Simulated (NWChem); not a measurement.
System: SiN₂H₄BrF; SMILES N[Si](N)(F)Br

```xyz
9

N     -0.4785    -1.6532    -1.3774
Si     0.0138    -0.8256     0.0310
N      1.6340    -1.2220     0.3625
F     -1.0743    -1.2315     1.1487
Br    -0.0467     1.4240    -0.0211
H      0.0578    -1.5446    -2.2295
H     -1.4666    -1.7657    -1.5701
H      1.9155    -2.1945     0.3969
H      2.2187    -0.6245     0.9316
```
Atoms are numbered in this order, from 1.

Program: NWChem. Geometry optimised at B3LYP/6-31G*; all other runs use it. Pople sets run with spherical d functions. This build's default masses of Se (78.918 u) and Br (79.917 u) are each other's, which moves their modes by up to 0.6 %.

| quantity | level | value |
|---|---|---|
| −ε(HOMO) (eV) | PBE/def2-SVP | [?] |
| dipole in solution (D) in water | B3LYP/6-31G*, SMD | 3.30 |
| isotropic polarisability (bohr³), static | PBE/def2-SVPD | 65.9 |
| vertical, lowest excitation, singlet (eV) | PBE/def2-SVPD, TDA | [?] |
| dipole (D) | B3LYP/6-31G* | [?] |
| highest harmonic frequency (cm⁻¹) | B3LYP/6-31G* | 3677 |

Problem. Fill in the missing entries.

Solution. 
- −ε(HOMO) (eV), value: 6.21
- vertical, lowest excitation, singlet (eV), value: 5.96
- dipole (D), value: 2.74
